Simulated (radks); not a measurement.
Fe3+, 23 electrons, occupied as [Ar] 3d5. Method: scalar-relativistic Kohn-Sham, r2SCAN, spin-polarised, spherical densities, finite nucleus; open shells are filled with parallel spins first; meta-GGA in the generalised Kohn-Sham scheme; Fermi nuclear charge, rms radius 3.7377 fm; computed with a radial shooting solver on a logarithmic mesh with Libxc functionals.

Radial electron density D(r) = 4 pi r^2 rho(r):

r (bohr),D(r) (e/bohr),spin D(r)
0.001936,0.5707,-0.0000469
0.002461,0.8896,-0.0000731
0.003129,1.377,-0.000113
0.003977,2.110,-0.000173
0.005056,3.196,-0.000262
0.006428,4.768,-0.000391
0.008171,6.978,-0.000572
0.01039,9.965,-0.000817
0.01321,13.80,-0.00113
0.01679,18.37,-0.00152
0.02134,23.29,-0.00195
0.02713,27.77,-0.00240
0.03449,30.75,-0.00286
0.04384,31.25,-0.00332
0.05574,29.17,-0.00364
0.07085,25.95,-0.00274
0.0908,24.38,0.00468
0.1154,26.83,0.0340
0.1467,32.02,0.125
0.1865,34.99,0.349
0.2371,31.14,0.812
0.3015,21.78,1.62
0.3832,14.12,2.78
0.4872,13.31,4.07
0.6193,16.12,4.97
0.7873,15.83,4.90
1.001,11.12,3.87
1.272,5.599,2.44
1.617,2.058,1.19
2.056,0.5625,0.422
2.614,0.1116,0.0997
3.323,0.01421,0.0138

D(r) has 3 maxima, at r = 0.0405, 0.187, 0.693 bohr, and minima at 0.0894, 0.443 bohr, inside which lie 2.12, 10.66 electrons.
